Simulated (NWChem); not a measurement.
Species: MgF cation; SMILES [F][Mg+]

Program: NWChem. Pople sets run with spherical d functions. Geometry: optimised at PBE-D3(BJ)/def2-SVP. Total energies compare along this basis series because the functional is fixed.

| level | basis functions | energy (Ha) | highest occupied level (eV) | orbital gap (eV) |
|---|---|---|---|---|
| PBE/STO-3G | 14 | -295.5542 | -8.79 | 1.71 |
| PBE/3-21G | 22 | -297.7309 | -13.10 | 2.36 |
| PBE/6-31G* | 32 | -299.4252 | -13.45 | 2.74 |
| PBE/6-31+G* | 40 | -299.4337 | -13.74 | 2.92 |
| PBE/6-311G** | 44 | -299.4725 | -13.68 | 2.83 |
| PBE/6-311++G** | 52 | -299.4772 | -13.83 | 2.95 |
